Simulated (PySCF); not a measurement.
Input of a response calculation (the driver script's job line, then coordinates in Å):

```
{"job": {"kind": "uv", "xc": "PBE0", "basis": "def2-SVPD", "nstates": 6, "ntriplets": 2}, "charge": 0, "multiplicity": 1}
C     -1.420379     0.215660     1.419929
C     -0.353880     0.069487     0.392026
C      1.058826    -0.557079     0.463380
C      1.541367     0.400190    -0.595208
C      0.980833    -0.939954    -0.990298
C     -0.426643    -0.313236    -1.065367
Cl    -1.779767    -0.706668    -2.061628
C      0.139297     1.029949    -0.674046
H     -2.283248     0.716958     0.986242
H     -1.732408    -0.762172     1.784864
H     -1.059254     0.803114     2.263222
H      1.583309    -1.029231     1.273426
H      2.515214     0.820192    -0.767438
H      1.421977    -1.759498    -1.525528
H     -0.189658     2.020277    -0.925489
```

Method used: TDDFT PBE0/def2-SVPD, vertical, gas phase, core orbitals frozen in the response in PySCF 2.14.0, density-fitted response routines. Job line and output are in the format of a driver script around the code.

(1) Give the output.

Results:

(1) 
```
coarse grid: 13568 points
cycle   1  E = -730.0891237953  dE =  1.715e+00  |g| = 3.282e-01  |ddm| = 9.715e+00
cycle   2  E = -730.0875452484  dE =  1.579e-03  |g| = 3.647e-01  |ddm| = 1.748e+00
cycle   3  E = -730.1199149768  dE = -3.237e-02  |g| = 5.458e-02  |ddm| = 9.844e-01
cycle   4  E = -730.1205025502  dE = -5.876e-04  |g| = 2.709e-02  |ddm| = 2.774e-01
cycle   5  E = -730.1206787482  dE = -1.762e-04  |g| = 5.640e-03  |ddm| = 1.088e-01
cycle   6  E = -730.1206860033  dE = -7.255e-06  |g| = 1.711e-03  |ddm| = 2.115e-02
final grid: 127808 points
cycle   7  E = -730.2077761334  dE = -3.741e-05  |g| = 9.402e-03  |ddm| = 2.045e-01
cycle   8  E = -730.2077568805  dE =  1.925e-05  |g| = 1.293e-02  |ddm| = 5.974e-02
cycle   9  E = -730.2077992473  dE = -4.237e-05  |g| = 1.092e-03  |ddm| = 3.655e-02
cycle  10  E = -730.2077995280  dE = -2.806e-07  |g| = 2.074e-04  |ddm| = 3.752e-03
cycle  11  E = -730.2077995362  dE = -8.245e-09  |g| = 9.632e-05  |ddm| = 1.017e-03
cycle  12  E = -730.2077995385  dE = -2.289e-09  |g| = 2.053e-05  |ddm| = 4.199e-04
cycle  13  E = -730.2077995386  dE = -9.277e-11  |g| = 6.456e-06  |ddm| = 7.550e-05
converged SCF energy = -730.2077995386

Static polarisability (au): isotropic 83.307, principal 73.200 83.479 93.242

Singlet excitations
state   eV       nm        f      main configurations
  1   6.1034    203.1   0.00231   H->L 0.80, H->L+1 0.14
  2   6.4509    192.2   0.00775   H->L+1 0.70, H->L 0.16
  3   6.5424    189.5   0.01910   H-1->L 0.74, H-1->L+1 0.14
  4   6.6385    186.8   0.00034   H->L+2 0.72, H->L+4 0.12, H->L+1 0.09
  5   6.7327    184.2   0.00304   H-1->L+1 0.81, H-1->L 0.10
  6   6.8560    180.8   0.02874   H->L+3 0.30, H->L+4 0.26, H-1->L+2 0.16

Triplet excitations (Tamm-Dancoff, eV): 5.6362 6.1745
```

Isolated species at its GFN2-xTB geometry, gas phase.

The SCF starts on a coarse grid; the energy jumps when the final grid takes over, and dE counts afresh there. H and L stand for HOMO and LUMO.
